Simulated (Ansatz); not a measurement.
Mulliken charges of `[I][SnH2][I]` from r2SCAN/def2-TZVPP in Ansatz (PBE0-D4/def2-TZVP geometry).

```json
{"atom": "I1", "x (Å)": "-2.341", "y (Å)": "0.866", "z (Å)": "0.312", "charge (e)": "-0.260"}
{"atom": "Sn2", "x (Å)": "0.120", "y (Å)": "-0.017", "z (Å)": "-0.242", "charge (e)": "0.687"}
{"atom": "I3", "x (Å)": "1.256", "y (Å)": "-0.868", "z (Å)": "2.022", "charge (e)": "-0.260"}
{"atom": "H4", "x (Å)": "-0.017", "y (Å)": "-1.343", "z (Å)": "-1.298", "charge (e)": "-0.084"}
{"atom": "H5", "x (Å)": "1.032", "y (Å)": "1.288", "z (Å)": "-0.836", "charge (e)": "-0.084"}
```

Q: By hand: the dipole of these point charges (1 e Å = 4.8032 D).

A: Σ q r = (0.279, -0.007, -0.594) e Å, of length 0.656 e Å = 3.15 D.

Q: How does the dipole of the full density compare? (Best estimate.)

A: The calculation gave: (0.144, -0.004, -0.307) e Å, 1.63 D; the point charges give 1.93 times that, at 0° from its direction.

Point charges leave out the atoms' own dipoles, such as those of lone pairs, and Mulliken's split depends on the basis, so the two needn't agree.
